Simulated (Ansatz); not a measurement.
```yaml
crystal:
  periodic: [false, false, false]
  atoms:
    - {symbol: C, position_ang: [-2.226464, -1.651554, 1.253178]}
    - {symbol: N, position_ang: [-1.832991, -0.463093, 0.529677]}
    - {symbol: Zr, position_ang: [0.023758, 0.357856, 0.212193]}
    - {symbol: N, position_ang: [1.354202, -0.121436, 1.698162]}
    - {symbol: C, position_ang: [1.718604, -1.484660, 2.017613]}
    - {symbol: N, position_ang: [-0.159140, 2.387072, 0.033567]}
    - {symbol: C, position_ang: [0.284697, 3.347555, -0.952722]}
    - {symbol: h, position_ang: [0.794080, -0.369082, -1.542643]}
    - {symbol: C, position_ang: [0.155975, -0.928662, -2.713584]}
    - {symbol: H, position_ang: [-2.867441, -1.431905, 2.117261]}
    - {symbol: H, position_ang: [-1.342340, -2.165310, 1.643226]}
    - {symbol: H, position_ang: [-2.759357, -2.373767, 0.620645]}
    - {symbol: H, position_ang: [-2.645935, 0.028620, 0.177398]}
    - {symbol: H, position_ang: [1.831021, 0.539931, 2.295096]}
    - {symbol: H, position_ang: [1.416477, -1.784169, 3.030120]}
    - {symbol: H, position_ang: [2.796754, -1.669655, 1.922772]}
    - {symbol: H, position_ang: [1.226687, -2.179284, 1.325501]}
    - {symbol: H, position_ang: [-0.707834, 2.843651, 0.755818]}
    - {symbol: H, position_ang: [0.848324, 2.833447, -1.734508]}
    - {symbol: H, position_ang: [0.943858, 4.114904, -0.525940]}
    - {symbol: H, position_ang: [-0.549720, 3.866130, -1.443050]}
    - {symbol: H, position_ang: [1.802515, -0.448661, -1.610224]}
    - {symbol: H, position_ang: [0.412395, -1.984422, -2.874092]}
    - {symbol: H, position_ang: [-0.930411, -0.879038, -2.603122]}
    - {symbol: H, position_ang: [0.412287, -0.384434, -3.632321]}
basis:
  gaussian: {orbitals: ANO-RCC-VTZP}
total_charge: -1
magnetization: {spin_polarized: true, initial_magnetization: 1}
hamiltonian: {xc: {name: B3LYP5}}
```

```sh
$ ansatz run in.yaml --threads 4 --pin off --events-out ev --progress --plain --max-ram 66560MiB --backend cpu
```

Problem. How does Ansatz answer? (Best estimate.)

Solution. The calculation gave: The program refused the input.
```
Error: YAML parse error: error: line 11 column 16: `h` is not an element symbol (H … Og, case-exact)
  --> <input>:11:16
   |
 9 |     - {symbol: N, position_ang: [-0.159140, 2.387072, 0.033567]}
10 |     - {symbol: C, position_ang: [0.284697, 3.347555, -0.952722]}
11 |     - {symbol: h, position_ang: [0.794080, -0.369082, -1.542643]}
   |                ^ `h` is not an element symbol (H … Og, case-exact)
12 |     - {symbol: C, position_ang: [0.155975, -0.928662, -2.713584]}
13 |     - {symbol: H, position_ang: [-2.867441, -1.431905, 2.117261]}
   |
```

B3LYP here is the variant with VWN-RPA as its local correlation; programs differ in this.
